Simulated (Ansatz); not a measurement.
System: NaO, charge 0, multiplicity 2. SMILES: [O][Na]
Geometry from a B3LYP-D3(BJ)/def2-TZVP (Ansatz, a quantum-chemistry and plane-wave program) optimisation:
```xyz
2

Na     0.0000     0.0000    -0.8640
O      0.0000     0.0000     1.1879
```
Charge 0, spin multiplicity 2.

Property: atomisation energy (electronic, to ground-state atoms), in kcal/mol. Correlated levels leave the core frozen unless marked. UHF or UKS for open shells. Spin-orbit coupling is left out. Non-relativistic. The coupled-cluster limit lacks core correlation, which all-electron functionals hold. CBS marks a two-point X^-3 extrapolation of the correlation energy; Hartree-Fock from the larger set. The bracket is a focal-point correction in the basis named.

```json
[
 {"level": "HF/def2-SVPD", "program": "Ansatz", "atomisation energy (kcal/mol)": "24.0", "minus last row": "-39.8"},
 {"level": "BLYP-D3(BJ)/def2-TZVPD", "program": "Ansatz + dftd3", "atomisation energy (kcal/mol)": "68.8", "minus last row": "5.0"},
 {"level": "revPBE-D3(BJ)/def2-TZVPD", "program": "Ansatz + dftd3", "atomisation energy (kcal/mol)": "64.4", "minus last row": "0.6"},
 {"level": "PBE0/def2-SVP", "program": "Ansatz", "atomisation energy (kcal/mol)": "55.4", "minus last row": "-8.4"},
 {"level": "PBE0/def2-TZVP", "program": "Ansatz", "atomisation energy (kcal/mol)": "58.6", "minus last row": "-5.2"},
 {"level": "B2PLYP-D3(BJ)/def2-TZVPD", "program": "Ansatz + dftd3", "atomisation energy (kcal/mol)": "63.1", "minus last row": "-0.7"},
 {"level": "MP2/6-31G*", "program": "Ansatz", "atomisation energy (kcal/mol)": "49.3", "minus last row": "-14.5"},
 {"level": "MP2/def2-SVP", "program": "Ansatz", "atomisation energy (kcal/mol)": "48.7", "minus last row": "-15.1"},
 {"level": "RI-MP2/def2-TZVPPD", "program": "Ansatz", "atomisation energy (kcal/mol)": "62.0", "minus last row": "-1.8"},
 {"level": "RI-MP2/CBS(def2-TZVPP,def2-QZVPP)", "program": "Ansatz", "atomisation energy (kcal/mol)": "66.0", "minus last row": "2.2"},
 {"level": "SCS-MP2/def2-SVP", "program": "Ansatz", "atomisation energy (kcal/mol)": "47.8", "minus last row": "-16.0"},
 {"level": "CCSD/def2-SVP", "program": "Ansatz", "atomisation energy (kcal/mol)": "46.2", "minus last row": "-17.6"},
 {"level": "RI-MP2/CBS(def2-TZVPPD,def2-QZVPPD)+[CCSD(T)-MP2]/def2-SVPD", "program": "Ansatz", "atomisation energy (kcal/mol)": "64.0", "minus last row": "0.2"},
 {"level": "RI-MP2/CBS(def2-TZVPPD,def2-QZVPPD)+[CCSD(T)-MP2]/def2-TZVPPD", "program": "Ansatz", "atomisation energy (kcal/mol)": "63.8", "minus last row": "0.0"},
 {"level": "CCSD(T)/CBS(def2-TZVPPD,def2-QZVPPD)", "program": "Ansatz", "atomisation energy (kcal/mol)": "63.8", "minus last row": "0.0"}
]
```
